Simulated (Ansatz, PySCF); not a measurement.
Al(Cl)2(NHMe) (CH4AlCl2N), SMILES C[NH][Al]([Cl])[Cl].

Coordinates come from a B3LYP-D3(BJ)/def2-SVP optimisation. The structure was generated by enumeration; whether it is a known compound was not checked. Other conformers were not sampled.

Vertical ionisation energy (IE) and electron affinity (EA) in eV. Rows of orbital energies are one-electron estimates. Where ΔSCF, EOM or ADC give a negative EA the extra electron is unbound and the value depends on the basis.

```tsv
level	IE	EA
−ε(HOMO), −ε(LUMO), HF/def2-TZVP (PySCF)	10.56	-2.37
−ε(HOMO), −ε(LUMO), PBE/def2-TZVP (PySCF)	…	…
ΔSCF, CAM-B3LYP/def2-SVPD (Ansatz), final states of multiplicity 2 and 2	9.58	-0.37
ΔSCF, PBE/def2-SVPD (Ansatz), final states of multiplicity 2 and 2	9.27	-0.14
```

Some entries are withheld; supply them. (The exact figures need the calculation; the answer reports its results.)


- −ε(HOMO), −ε(LUMO), PBE/def2-TZVP (PySCF), IE: 5.94
- −ε(HOMO), −ε(LUMO), PBE/def2-TZVP (PySCF), EA: 1.48

What vertical singlet–triplet gap does ΔSCF give with CAM-B3LYP/def2-SVPD (Ansatz, a quantum-chemistry and plane-wave program) and with PBE/def2-SVPD (Ansatz)? (The exact figures need the calculation; the answer reports its results.)

5.20 and 4.74 eV (triplet above singlet where positive).
